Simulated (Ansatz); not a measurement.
Sn2Se⁺ was relaxed with r2SCAN-D4 (def2-TZVP) in Ansatz in these states: charge +1 doublet, charge +1 quartet. The geometries follow in no particular order.

In the def2 sets Sn takes a core potential; there is no spin–orbit coupling.

A:

```
atom   x (Å)   y (Å)   z (Å)
 Sn1  -1.318   0.145  -1.009
 Sn2   1.043   1.264   0.304
 Se3   0.276  -1.409   0.705
```

B:

```xyz
3

Sn    1.533    0.772    0.038
Sn   -1.576    0.419    0.538
Se    0.043   -1.191   -0.576
```

Q: Judge from the bond lengths which geometry belongs to which state (an estimate).

A: A is the charge +1 quartet (Sn2–Se3 2.809 Å, Sn1–Se3 2.809 Å, Sn1–Sn2 2.924 Å); B is the charge +1 doublet (Sn2–Se3 2.540 Å, Sn1–Se3 2.540 Å, Sn1–Sn2 3.169 Å).

At PBE0-D4/def2-TZVP a doublet lies 2.05 eV below the charge +1 quartet. These are the stationary points nearest to one start from a short search; other shapes may lie lower in each state.
